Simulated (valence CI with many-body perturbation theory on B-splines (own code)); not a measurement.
## Sensitivity of CI+MBPT for Ta XXXIII

Calculated by valence CI with perturbative core correlation (CI+MBPT): five valence electrons over a frozen Dirac-Fock core [Kr], a basis of 6 s, 6 p, 5 d, 5 f, 1 g functions for each j, with the one-electron correlation potential Σ1, the two-electron term Σ2, the three-electron term Σ3, Breit, model QED; selected CI, second order for the rest, scaled by the run's own slope (own B-spline code, finite nucleus).

No measured spectrum was set against this ion. As an estimate, large intervals hold to a few tenths of a per cent, small ones and those within an open d or f shell to about a per cent. Only levels of the ground parity were solved; by the run's estimate the other parity begins above the list, which can be wrong where configurations are misplaced.

The reference run has the lowest level (4d3/2^4 4d5/2) J=5/2 and an ionisation energy of 1313.87 eV. Its largest variational space holds 10000 state functions.

Levels are named by their leading jj configuration (3d3/2^4 stands for four electrons in 3d with j = 3/2), which in mixed levels can hold well under half, so a name can repeat and another be missing. Letters in brackets count levels of one name in rising energy.

Changed runs:
A. orbitals per symmetry with explicit Σ2 and valence Breit (the others get mean screening factors) 5 → 1
B. natural orbitals for correlation on → off
C. QED terms on → off
D. scale of Σ1 1 → 2 (bad on purpose)

Excitation energies of the reference run in cm⁻¹, and shifts in cm⁻¹:

| Level | Reference | A | B | C | D |
| --- | --- | --- | --- | --- | --- |
| (4d3/2^3 4d5/2^2) J=5/2 [a] | 93273 | +12 | -416 | -323 | +653 |
| (4d3/2^3 4d5/2^2) J=7/2 [a] | 129972 | +74 | +111 | -320 | +654 |
| (4d3/2^3 4d5/2^2) J=3/2 [a] | 133817 | +71 | +228 | -322 | +652 |
| (4d3/2^3 4d5/2^2) J=11/2 | 137568 | +130 | -8.4 | -323 | +676 |
| (4d3/2^3 4d5/2^2) J=9/2 | 149097 | +102 | +246 | -334 | +689 |
| (4d3/2^3 4d5/2^2) J=5/2 [b] | 156557 | +78 | +417 | -350 | +713 |
| (4d3/2^3 4d5/2^2) J=1/2 | 163158 | +83 | +505 | -362 | +727 |
| (4d3/2^3 4d5/2^2) J=7/2 [b] | 172174 | +124 | +672 | -328 | +678 |
| (4d3/2^3 4d5/2^2) J=3/2 [b] | 213393 | +203 | +1138 | -386 | +767 |
| (4d3/2^2 4d5/2^3) J=5/2 [a] | 222993 | +106 | -151 | -631 | +1267 |
| (4d3/2^2 4d5/2^3) J=7/2 [a] | 244909 | +105 | -60 | -662 | +1342 |
| (4d3/2^2 4d5/2^3) J=11/2 | 250158 | +177 | -238 | -663 | +1362 |
| Ionisation energy (eV) | 1313.87 | +0.14 | -0.14 | -0.036 | +2.58 |
